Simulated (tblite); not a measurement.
C2H6F5NSi2.
SMILES with atom numbers: `[F:1][CH2:2][SiH2:3][NH:4][Si@H:5]([F:6])[C:7]([F:8])([F:9])[F:10]` (hydrogens: H11, H12 on C2; H13, H14 on Si3; H15 on N4; H16 on Si5)

Computed with GFN2-xTB (tblite), gas phase: L-BFGS steps from a force-field or distance-geometry start until the largest atomic force falls under 0.01 eV/Å.

Step 0: E = -1019.4425 eV
```
atom  x, y, z in Å  |  force x, y, z in eV/Å
F1      1.7314   -1.7145    0.6547   -0.059  -0.313  -0.239
C2      2.4009   -0.6238    0.1770    2.370  -1.341   0.062
Si3     1.5438    0.9748    0.2834   -0.500   3.114   0.381
N4     -0.1743    1.0270    0.0443   -0.978  -0.404   0.222
Si5    -1.0623   -0.4227   -0.3112    0.993   0.199  -2.250
F6     -1.4328   -0.4659   -1.9755    0.476   0.055   1.975
C7     -2.7138   -0.2980    0.5628   -0.172   0.336   0.396
F8     -2.4804    0.4329    1.7341   -1.106  -0.865  -0.973
F9     -3.1992   -1.5437    0.8938   -0.176   1.760  -0.143
F10    -3.5682    0.4146   -0.2319   -0.104  -0.792   1.328
H11     2.8215   -0.8094   -0.8380   -0.540  -0.377   0.515
H12     3.3081   -0.5480    0.8440   -0.532  -0.081  -0.526
H13     1.8412    1.5720    1.6124   -0.197  -0.165  -0.158
H14     2.1761    1.8755   -0.7140   -0.146  -0.241   0.066
H15    -0.7020    1.8280    0.4427    0.686  -0.850  -0.458
H16    -0.4976   -1.6896    0.0774   -0.013  -0.036  -0.197
```

Step 1: E = -1019.8329 eV
```
atom  x, y, z in Å  |  force x, y, z in eV/Å
F1      1.7305   -1.7190    0.6513    0.079  -0.211  -0.235
C2      2.4348   -0.6430    0.1779    0.354   0.316   0.180
Si3     1.5366    1.0193    0.2889   -0.001   0.933   0.137
N4     -0.1882    1.0212    0.0475   -0.058  -0.466   0.027
Si5    -1.0481   -0.4199   -0.3433    0.336  -0.160  -0.995
F6     -1.4260   -0.4652   -1.9473    0.323   0.053   1.049
C7     -2.7163   -0.2932    0.5685    0.765   0.162  -0.201
F8     -2.4962    0.4206    1.7202   -0.894  -0.440  -0.351
F9     -3.2017   -1.5186    0.8918   -0.374   1.035   0.012
F10    -3.5697    0.4033   -0.2130   -0.507  -0.383   0.848
H11     2.8138   -0.8148   -0.8307   -0.232  -0.483   0.016
H12     3.3005   -0.5492    0.8365    0.212  -0.145  -0.021
H13     1.8383    1.5696    1.6102   -0.143   0.028   0.149
H14     2.1741    1.8721   -0.7131   -0.030   0.037  -0.169
H15    -0.6922    1.8159    0.4362    0.192  -0.349  -0.194
H16    -0.4977   -1.6901    0.0746   -0.020   0.075  -0.252
```

Step 2: E = -1019.9751 eV
```
atom  x, y, z in Å  |  force x, y, z in eV/Å
F1      1.7321   -1.7246    0.6454    0.212   0.066  -0.233
C2      2.4497   -0.6401    0.1820   -0.412   0.429   0.044
Si3     1.5351    1.0492    0.2930    0.056   0.048   0.025
N4     -0.1925    1.0098    0.0487    0.406  -0.332  -0.015
Si5    -1.0377   -0.4228   -0.3719    0.266  -0.245   0.475
F6     -1.4175   -0.4638   -1.9183    0.023   0.023  -0.345
C7     -2.7000   -0.2886    0.5652    0.531   0.089  -0.373
F8     -2.5192    0.4083    1.7095   -0.515  -0.058   0.115
F9     -3.2104   -1.4906    0.8916   -0.337   0.413   0.039
F10    -3.5812    0.3925   -0.1904   -0.522  -0.126   0.430
H11     2.8070   -0.8266   -0.8287   -0.140  -0.379  -0.041
H12     3.3035   -0.5526    0.8344    0.503  -0.131   0.201
H13     1.8346    1.5697    1.6130   -0.107   0.147   0.331
H14     2.1730    1.8722   -0.7166    0.043   0.193  -0.299
H15    -0.6860    1.8056    0.4305   -0.027  -0.174  -0.099
H16    -0.4982   -1.6886    0.0685    0.019   0.039  -0.255
```

Step 3: E = -1020.0279 eV
```
atom  x, y, z in Å  |  force x, y, z in eV/Å
F1      1.7361   -1.7252    0.6396    0.165   0.112  -0.165
C2      2.4500   -0.6344    0.1838   -0.261   0.375   0.060
Si3     1.5348    1.0622    0.2951    0.225  -0.145   0.009
N4     -0.1879    1.0007    0.0491    0.383  -0.110   0.052
Si5    -1.0289   -0.4274   -0.3737    0.127  -0.178   0.480
F6     -1.4144   -0.4630   -1.9147   -0.003   0.017  -0.483
C7     -2.6875   -0.2854    0.5586    0.008   0.103  -0.179
F8     -2.5353    0.4030    1.7075   -0.267   0.077   0.202
F9     -3.2186   -1.4740    0.8920   -0.208   0.140  -0.005
F10    -3.5931    0.3865   -0.1754   -0.377  -0.031   0.212
H11     2.8021   -0.8365   -0.8281   -0.126  -0.261   0.004
H12     3.3121   -0.5558    0.8366    0.332  -0.115   0.078
H13     1.8315    1.5721    1.6191   -0.105   0.166   0.323
H14     2.1732    1.8752   -0.7225    0.034   0.202  -0.277
H15    -0.6838    1.7988    0.4267   -0.028  -0.211  -0.121
H16    -0.4980   -1.6877    0.0623    0.100  -0.140  -0.189
```

**Question.** Estimate the geometry and energy of step 4. (The exact step hangs on the optimiser's Hessian estimate; all steps are aligned on step 3, rigid shifts and turns removed.)

**Answer.** E = -1020.0716 eV, largest force 0.524 eV/Å
```
atom  x, y, z in Å  |  force x, y, z in eV/Å
F1      1.7428   -1.7236    0.6309    0.063   0.148  -0.042
C2      2.4487   -0.6227    0.1871    0.091   0.110   0.019
Si3     1.5402    1.0735    0.2975    0.378  -0.108   0.038
N4     -0.1771    0.9910    0.0513    0.290  -0.063   0.060
Si5    -1.0181   -0.4348   -0.3687   -0.111  -0.001   0.042
F6     -1.4110   -0.4619   -1.9192    0.077   0.018  -0.171
C7     -2.6793   -0.2798    0.5506   -0.490   0.121   0.139
F8     -2.5556    0.3996    1.7092   -0.007   0.173   0.190
F9     -3.2300   -1.4553    0.8918   -0.059  -0.165  -0.047
F10    -3.6113    0.3799   -0.1569   -0.227   0.111  -0.053
H11     2.7943   -0.8510   -0.8266   -0.112  -0.066   0.088
H12     3.3252   -0.5613    0.8386    0.085  -0.073  -0.092
H13     1.8263    1.5777    1.6314   -0.107   0.146   0.213
H14     2.1739    1.8820   -0.7336   -0.006   0.153  -0.179
H15    -0.6816    1.7866    0.4199   -0.042  -0.157  -0.102
H16    -0.4951   -1.6911    0.0528    0.178  -0.348  -0.104
```

The energy changes by -0.0436 eV. The first-order estimate −F·Δx gives -0.0691 eV and the mean of the old and new forces, exact on a quadratic surface, -0.0436 eV. The step makes an angle of 39° with the force vector and moves no atom by more than 0.027 Å.

The cost below is that of the whole relaxation. Time: 2.2 s. Hardware: one thread of an Arm Neoverse N1, shared host with 64 logical CPUs at a one-minute load of 62.
